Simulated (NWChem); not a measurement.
Everything below was run with NWChem. System: disulfane (H2S2), charge 0, spin multiplicity 1, at a geometry optimised with PBE0/def2-SVP. Level: PBE/def2-TZVP.

The NWChem input:

```
start mol
memory heap 200 mb stack 800 mb global 1000 mb
geometry units angstroms nocenter noautoz
  S      0.915485     0.485508     0.055298
  S     -0.915485    -0.485508     0.055298
  H      1.536619    -0.268029    -0.884767
  H     -1.536619     0.268029    -0.884767
  symmetry group C2
end
basis spherical
  * library def2-tzvp
end
dft
  xc xpbe96 cpbe96
  semidirect memsize 60000000 filesize 0
  iterations 100
end
task dft energy
```

NWChem printed:

```
             Northwest Computational Chemistry Package (NWChem) 7.3.0
             --------------------------------------------------------

                                NWChem Input Module
                                -------------------

 Scaling coordinates for geometry "geometry" by  1.889725989
 (inverse scale =  0.529177249)

 Turning off AUTOSYM since
 SYMMETRY directive was detected!

                             Geometry "geometry" -> ""
                             -------------------------

 Output coordinates in angstroms (scale by  1.889725989 to convert to a.u.)

  No.       Tag          Charge          X              Y              Z
 ---- ---------------- ---------- -------------- -------------- --------------
    1 S                   16.0000     0.91548500     0.48550800     0.05529800
    2 S                   16.0000    -0.91548500    -0.48550800     0.05529800
    3 H                    1.0000     1.53661900    -0.26802900    -0.88476700
    4 H                    1.0000    -1.53661900     0.26802900    -0.88476700

 Effective nuclear repulsion energy (a.u.)      84.4531529072

            Nuclear Dipole moment (a.u.)
            ----------------------------
        X                 Y               Z
 ---------------- ---------------- ----------------
     0.0000000000     0.0000000000     0.0000037795

      Symmetry information
      --------------------

 Group name             C2
 Group number              4
 Group order               2
 No. of unique centers     2

      Symmetry unique atoms

     1    3


 Summary of "ao basis" -> "" (spherical)
 ------------------------------------------------------------------------------
       Tag                 Description            Shells   Functions and Types
 ---------------- ------------------------------  ------  ---------------------
 *                         def2-tzvp                  on all atoms

  pbe96 is a nonlocal functional; adding pw91lda local functional.

                                 NWChem DFT Module
                                 -----------------

 Summary of "ao basis" -> "ao basis" (spherical)
 ------------------------------------------------------------------------------
       Tag                 Description            Shells   Functions and Types
 ---------------- ------------------------------  ------  ---------------------
 S                         def2-tzvp                13       37   5s5p2d1f
 H                         def2-tzvp                 4        6   3s1p

 Summary of "ao basis" -> "ao basis" (spherical)
 ------------------------------------------------------------------------------
       Tag                 Description            Shells   Functions and Types
 ---------------- ------------------------------  ------  ---------------------
 S                         def2-tzvp                13       37   5s5p2d1f
 H                         def2-tzvp                 4        6   3s1p

      Symmetry analysis of basis
      --------------------------

        a          43
        b          43

            General Information
            -------------------
          SCF calculation type: DFT
          Wavefunction type:  closed shell.
          No. of atoms     :     4
          No. of electrons :    34
           Alpha electrons :    17
            Beta electrons :    17
          Charge           :     0
          Spin multiplicity:     1
          Use of symmetry is: on ; symmetry adaption is: on
          Maximum number of iterations: 100
          AO basis - number of functions:    86
                     number of shells:    34
          Convergence on energy requested:  1.00D-06
          Convergence on density requested:  1.00D-05
          Convergence on gradient requested:  5.00D-04

              XC Information
              --------------
          PerdewBurkeErnzerhof Exchange Functional  1.000
            Perdew 1991 LDA Correlation Functional  1.000 local
           PerdewBurkeErnz. Correlation Functional  1.000 non-local

             Grid Information
             ----------------
          Grid used for XC integration:  medium
          Radial quadrature: Mura-Knowles
          Angular quadrature: Lebedev.
          Tag              B.-S. Rad. Rad. Pts. Rad. Cut. Ang. Pts.
          ---              ---------- --------- --------- ---------
          S                   1.00       88           9.0       590
          H                   0.35       45          10.0       434
          Grid pruning is: on
          Number of quadrature shells:   133
          Spatial weights used:  Erf1

          Convergence Information
          -----------------------
          Convergence aids based upon iterative change in
          total energy or number of iterations.
          Levelshifting, if invoked, occurs when the
          HOMO/LUMO gap drops below (HL_TOL):  1.00D-02
          DIIS, if invoked, will attempt to extrapolate
          using up to (NFOCK): 10 stored Fock matrices.

                    Damping( 0%)  Levelshifting(0.5)       DIIS
                  --------------- ------------------- ---------------
          dE  on:    start            ASAP                start
          dE off:    2 iters        100 iters           100 iters

      Screening Tolerance Information
      -------------------------------
          Density screening/tol_rho:  1.00D-10
          AO Gaussian exp screening on grid/accAOfunc:  14
          CD Gaussian exp screening on grid/accCDfunc:  20
          XC Gaussian exp screening on grid/accXCfunc:  20
          Schwarz screening/accCoul:  1.00D-08

      Superposition of Atomic Density Guess
      -------------------------------------

 Sum of atomic energies:        -795.95862108

      Non-variational initial energy
      ------------------------------

 Total energy =    -796.344338
 1-e energy   =   -1267.969980
 2-e energy   =     387.172490
 HOMO         =      -0.289423
 LUMO         =      -0.013233

      Symmetry analysis of molecular orbitals - initial
      -------------------------------------------------

  Numbering of irreducible representations:

     1 a           2 b

  Orbital symmetries:

     1 b           2 a           3 a           4 b           5 a
     6 b           7 a           8 b           9 a          10 b
    11 a          12 b          13 a          14 b          15 a
    16 b          17 a          18 b          19 a          20 b
    21 a          22 b          23 a          24 b          25 a
    26 b          27 b

------------------------------------------------------------
EAF file 0: "./mol.aoints.0" size=524288 bytes
------------------------------------------------------------
               write      read    awrite     aread      wait
               -----      ----    ------     -----      ----
     calls:        1         0         0         0         0
   data(b): 5.24e+05  0.00e+00  0.00e+00  0.00e+00
   time(s): 0.00e+00  0.00e+00  0.00e+00  0.00e+00  0.00e+00
rate(mb/s): 0.00e+00  0.00e+00
------------------------------------------------------------

   convergence    iter        energy       DeltaE   RMS-Dens  Diis-err    time
 ---------------- ----- ----------------- --------- --------- ---------  ------
 d= 0,ls=0.0,diis     1   -797.2290809266 -8.82D+02  6.08D-03  1.12D+00     1.6
 d= 0,ls=0.0,diis     2   -797.2485166528 -1.94D-02  4.63D-03  1.19D-01     2.0
 d= 0,ls=0.0,diis     3   -797.2534149032 -4.90D-03  1.98D-03  9.23D-02     2.3
 d= 0,ls=0.0,diis     4   -797.2674947954 -1.41D-02  2.35D-04  5.33D-04     2.6
 d= 0,ls=0.0,diis     5   -797.2675745161 -7.97D-05  6.75D-05  5.02D-05     2.8
  Resetting Diis
 d= 0,ls=0.0,diis     6   -797.2675815573 -7.04D-06  2.11D-05  5.77D-06     3.1
 d= 0,ls=0.0,diis     7   -797.2675823539 -7.97D-07  6.60D-06  1.44D-07     3.4

         Total DFT energy =     -797.267582353931
      One electron energy =    -1269.324202180268
           Coulomb energy =      439.353966225380
    Exchange-Corr. energy =      -51.750499306227
 Nuclear repulsion energy =       84.453152907184

 Numeric. integr. density =       34.000010318365

     Total iterative time =      2.9s

                  Occupations of the irreducible representations
                  ----------------------------------------------

                     irrep           alpha         beta
                     --------     --------     --------
                     a                 9.0          9.0
                     b                 8.0          8.0

                       DFT Final Molecular Orbital Analysis
                       ------------------------------------

 Vector   15  Occ=2.000000D+00  E=-3.241367D-01  Symmetry=a
              MO Center= -8.4D-15, -2.5D-15,  1.5D-01, r^2= 2.7D+00
   Bfn.  Coefficient  Atom+Function         Bfn.  Coefficient  Atom+Function
  ----- ------------  ---------------      ----- ------------  ---------------
    15      0.238336  1 S  px                52     -0.238336  2 S  px
    17      0.189436  1 S  pz                54      0.189436  2 S  pz
     5      0.187384  1 S  s                 42      0.187384  2 S  s
    16      0.175224  1 S  py                53     -0.175224  2 S  py
     4      0.151001  1 S  s                 41      0.151001  2 S  s

 Vector   16  Occ=2.000000D+00  E=-2.311677D-01  Symmetry=a
              MO Center=  5.0D-11,  2.7D-11, -7.3D-02, r^2= 2.7D+00
   Bfn.  Coefficient  Atom+Function         Bfn.  Coefficient  Atom+Function
  ----- ------------  ---------------      ----- ------------  ---------------
    16      0.300291  1 S  py                53     -0.300291  2 S  py
    19      0.221900  1 S  py                56     -0.221900  2 S  py
    17     -0.196088  1 S  pz                54     -0.196088  2 S  pz
    20     -0.145965  1 S  pz                57     -0.145965  2 S  pz
    13      0.143914  1 S  py                50     -0.143914  2 S  py

 Vector   17  Occ=2.000000D+00  E=-2.311465D-01  Symmetry=b
              MO Center= -5.0D-11, -2.7D-11,  8.4D-02, r^2= 2.7D+00
   Bfn.  Coefficient  Atom+Function         Bfn.  Coefficient  Atom+Function
  ----- ------------  ---------------      ----- ------------  ---------------
    17      0.306345  1 S  pz                54     -0.306345  2 S  pz
    20      0.220337  1 S  pz                57     -0.220337  2 S  pz
    16     -0.169958  1 S  py                53     -0.169958  2 S  py
    14      0.145750  1 S  pz                51     -0.145750  2 S  pz
    19     -0.128629  1 S  py                56     -0.128629  2 S  py

 Vector   18  Occ=0.000000D+00  E=-7.620581D-02  Symmetry=b
              MO Center=  4.0D-15,  1.8D-15,  1.9D-02, r^2= 3.6D+00
   Bfn.  Coefficient  Atom+Function         Bfn.  Coefficient  Atom+Function
  ----- ------------  ---------------      ----- ------------  ---------------
    18      0.575843  1 S  px                55      0.575843  2 S  px
     5     -0.492623  1 S  s                 42      0.492623  2 S  s
    15      0.364319  1 S  px                52      0.364319  2 S  px
    19      0.275227  1 S  py                56      0.275227  2 S  py
    16      0.177831  1 S  py                53      0.177831  2 S  py

 Vector   19  Occ=0.000000D+00  E=-2.145453D-02  Symmetry=a
              MO Center= -3.7D-13, -5.5D-14, -4.7D-01, r^2= 4.7D+00
   Bfn.  Coefficient  Atom+Function         Bfn.  Coefficient  Atom+Function
  ----- ------------  ---------------      ----- ------------  ---------------
    77      0.929150  3 H  s                 83      0.929150  4 H  s
     5     -0.579295  1 S  s                 42     -0.579295  2 S  s
    18     -0.345476  1 S  px                19      0.344994  1 S  py
    55      0.345476  2 S  px                56     -0.344994  2 S  py
    20      0.323507  1 S  pz                57      0.323507  2 S  pz

 Vector   20  Occ=0.000000D+00  E=-1.072594D-02  Symmetry=b
              MO Center=  3.9D-13, -5.1D-14, -4.8D-01, r^2= 4.5D+00
   Bfn.  Coefficient  Atom+Function         Bfn.  Coefficient  Atom+Function
  ----- ------------  ---------------      ----- ------------  ---------------
    77      0.950723  3 H  s                 83     -0.950723  4 H  s
     5     -0.553300  1 S  s                 42      0.553300  2 S  s
    20      0.483844  1 S  pz                57     -0.483844  2 S  pz
    18     -0.266127  1 S  px                55     -0.266127  2 S  px
    19      0.248706  1 S  py                56      0.248706  2 S  py

 center of mass
 --------------
 x =   0.00000000 y =   0.00000000 z =   0.05021148

 moments of inertia (a.u.)
 ------------------
          60.509650779444         -98.530763009352           0.000000000000
         -98.530763009352         214.544512316462           0.000000000000
           0.000000000000           0.000000000000         262.720841849106

     Multipole analysis of the density
     ---------------------------------

     L   x y z        total         alpha         beta         nuclear
     -   - - -        -----         -----         ----         -------
     0   0 0 0     -0.000000    -17.000000    -17.000000     34.000000

     1   1 0 0      0.000000      0.000000      0.000000      0.000000
     1   0 1 0     -0.000000     -0.000000     -0.000000      0.000000
     1   0 0 1     -0.481356     -0.240680     -0.240680      0.000004

     2   2 0 0    -18.087219    -65.362874    -65.362874    112.638528
     2   1 1 0     -0.589104    -24.219777    -24.219777     47.850449
     2   1 0 1     -0.000000     -0.000000     -0.000000      0.000000
     2   0 2 0    -20.969602    -24.209572    -24.209572     27.449542
     2   0 1 1     -0.000000     -0.000000     -0.000000      0.000000
     2   0 0 2    -20.043878    -12.992131    -12.992131      5.940384

 Task  times  cpu:        3.5s     wall:        3.5s

 Total times  cpu:        3.5s     wall:        3.5s
```
